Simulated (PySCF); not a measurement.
CH8FNSi2, SMILES [SiH2](F)[SiH2]CN.

Coordinates come from a PBE0-D3(BJ)/def2-SVP optimisation. This is a generated structure with no PubChem entry under its InChIKey; it may be hypothetical. Other conformers were not sampled.

Computed with SMD-ωB97X/def2-SVP (PySCF).

Solvation free energies are E(SMD) − E(gas) at the gas-phase geometry, for 1 M in both phases. In vacuum the dipole moment is 1.82 D.

Q: Rank water, ethanol, benzene by solvation free energy, most negative first.

A: ethanol (-5.2 kcal/mol), benzene (-2.4 kcal/mol), water (-1.8 kcal/mol)
